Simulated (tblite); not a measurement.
Compound: C2H4Br2O2Si2.
Atom-mapped SMILES: `[O:1]=[C:2]1[CH2:3][Si:4]([Br:5])([Br:6])[O:7][SiH2:8]1` (hydrogens: H9, H10 on C3; H11, H12 on Si8)

Computed with GFN2-xTB (tblite), gas phase: L-BFGS steps from a force-field or distance-geometry start until the largest atomic force falls under 0.01 eV/Å.

Geometry at step 16:
```
atom  x, y, z in Å
O1      0.5050    0.1613   -2.4095
C2      0.4567   -0.1800   -1.2540
C3     -0.7662   -0.8253   -0.6367
Si4    -1.0392    0.2955    0.8596
Br5    -1.9453    2.2313    0.3722
Br6    -2.0849   -0.5933    2.5657
O7      0.5025    0.5413    1.2856
Si8     1.6895    0.3095    0.1549
H9     -1.5832   -0.9418   -1.3408
H10    -0.4889   -1.8123   -0.2631
H11     2.2756    1.6239    0.0109
H12     2.4796   -0.8107    0.6294
```

**Question.** Give the atomic forces at this geometry.

**Answer.** 
```json
{"atom": "O1", "Fx (eV/Å)": "0.079", "Fy (eV/Å)": "-0.097", "Fz (eV/Å)": "0.012"}
{"atom": "C2", "Fx (eV/Å)": "-0.005", "Fy (eV/Å)": "0.070", "Fz (eV/Å)": "-0.011"}
{"atom": "C3", "Fx (eV/Å)": "-0.025", "Fy (eV/Å)": "-0.010", "Fz (eV/Å)": "0.057"}
{"atom": "Si4", "Fx (eV/Å)": "-0.062", "Fy (eV/Å)": "0.018", "Fz (eV/Å)": "0.058"}
{"atom": "Br5", "Fx (eV/Å)": "-0.043", "Fy (eV/Å)": "0.008", "Fz (eV/Å)": "0.002"}
{"atom": "Br6", "Fx (eV/Å)": "0.047", "Fy (eV/Å)": "-0.048", "Fz (eV/Å)": "0.028"}
{"atom": "O7", "Fx (eV/Å)": "0.020", "Fy (eV/Å)": "0.007", "Fz (eV/Å)": "0.009"}
{"atom": "Si8", "Fx (eV/Å)": "0.019", "Fy (eV/Å)": "0.028", "Fz (eV/Å)": "0.054"}
{"atom": "H9", "Fx (eV/Å)": "-0.069", "Fy (eV/Å)": "0.069", "Fz (eV/Å)": "-0.135"}
{"atom": "H10", "Fx (eV/Å)": "0.023", "Fy (eV/Å)": "-0.039", "Fz (eV/Å)": "-0.005"}
{"atom": "H11", "Fx (eV/Å)": "0.034", "Fy (eV/Å)": "0.007", "Fz (eV/Å)": "-0.085"}
{"atom": "H12", "Fx (eV/Å)": "-0.019", "Fy (eV/Å)": "-0.013", "Fz (eV/Å)": "0.015"}
```

The largest, 0.17 eV/Å, acts on H9; the rms over all components is 0.048 eV/Å. The forces sum to zero within rounding, as they must for an isolated molecule in no field.

**Question.** Give the force on H9 in Eh/bohr and in nN.

**Answer.** 0.167 eV/Å ÷ 51.422 = 0.00324 Eh/bohr, and 0.167 eV/Å × 1.602 = 0.27 nN.

**Question.** How far is this geometry from the end of the optimisation?

**Answer.** 0.087 eV above it, and 0.407 Å rms away after alignment. The bonds farthest from their final lengths, with half the difference of the two atoms' forces along the bond (positive lengthens):

```json
{"bond": "C2–C3", "now (Å)": "1.514", "final (Å)": "1.529", "force along bond (eV/Å)": "+0.04"}
{"bond": "O7–Si8", "now (Å)": "1.656", "final (Å)": "1.645", "force along bond (eV/Å)": "-0.02"}
{"bond": "C3–H9", "now (Å)": "1.085", "final (Å)": "1.091", "force along bond (eV/Å)": "+0.07"}
{"bond": "Si4–Br6", "now (Å)": "2.190", "final (Å)": "2.195", "force along bond (eV/Å)": "-0.02"}
{"bond": "C2–Si8", "now (Å)": "1.935", "final (Å)": "1.931", "force along bond (eV/Å)": "+0.03"}
{"bond": "C3–Si4", "now (Å)": "1.889", "final (Å)": "1.886", "force along bond (eV/Å)": "+0.01"}
```

The angle farthest from its final value is C2–C3–Si4, 100.8° against 106.6°.

Of the 2 listed bonds off by 0.010 Å or more, this force points towards the final length in 2.

The cost below is that of the whole relaxation. Time: 1.4 s. Hardware: Arm Neoverse N1, one thread, shared host.
